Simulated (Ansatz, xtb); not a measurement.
Relative energy of two isomers of C4H12Si2

We compare a, `[SiH3][C@@H]1CC[C@H]1[SiH3]`, a singlet, with b, `[SiH3]C1([SiH3])CCC1`, a singlet. Both are isolated molecules in the gas phase, relaxed with PBE0-D3(BJ)/def2-SVP.

Quicker runs give these differences E(b) − E(a): GFN2-xTB +1.12 kcal/mol; HF/STO-3G +2.51 kcal/mol (at GFN2-xTB geometries); r2SCAN-D4/def2-SVP −1.73 kcal/mol (at GFN2-xTB geometries).

Task: Estimate which is lower in electronic energy at CCSD(T)/def2-SVP + ΔMP2/def2-TZVPP, and by roughly how much.

Result: The CCSD(T)/def2-SVP + ΔMP2/def2-TZVPP calculation puts structure b lower, by 1.82 kcal/mol.

The same difference at several levels:

```tsv
level	geometry	E(b) − E(a) (kcal/mol)	departure from the last row (kcal/mol)	job, with rough time for the two
GFN2-xTB	GFN2-xTB	+1.12	+2.94	optimisation, 0.85 s
HF/STO-3G	GFN2-xTB	+2.51	+4.33	single point, 2.3 s
r2SCAN-D4/def2-SVP	GFN2-xTB	−1.73	+0.09	single point, 14 s
PBE0-D3(BJ)/def2-SVP	PBE0-D3(BJ)/def2-SVP	−1.66	+0.16	optimisation, 3.7 min
HF/def2-SVP	PBE0-D3(BJ)/def2-SVP	−0.28	+1.54	part of the CCSD(T) run
MP2/def2-SVP	PBE0-D3(BJ)/def2-SVP	−1.64	+0.18	part of the CCSD(T) run
CCSD(T)/def2-SVP	PBE0-D3(BJ)/def2-SVP	−1.32	+0.49	single point
CCSD(T)/def2-SVP + ΔMP2/def2-TZVPP	PBE0-D3(BJ)/def2-SVP	−1.82		single point, 4.2 min
```

As drawn, both hold the same kinds of bond in the same numbers.

GFN2-xTB, HF/STO-3G put the two in the other order. HF/def2-SVP finds them nearly level. The largest departure from CCSD(T)/def2-SVP + ΔMP2/def2-TZVPP is that of HF/STO-3G, 4.33 kcal/mol. The last row adds to CCSD(T) the change of the MP2 difference between the two basis sets, here −0.49 kcal/mol.

With thermal terms from frequencies at re-optimised GFN2-xTB minima (ideal gas, soft modes damped towards free rotors, one conformer each, 298.15 K, 1 atm): the zero-point term adds +0.02 kcal/mol; ΔH is −1.83 and ΔG −1.82 kcal/mol.

The correlated steps freeze 14 core orbitals. Mirror images aren't counted in ΔG. Codes used: Ansatz 0.2.0, xtb 6.7.1; the last row on 2 threads of Intel(R) Xeon(R) Processor @ 2.50GHz (Skylake/Cascade Lake) on a shared host.
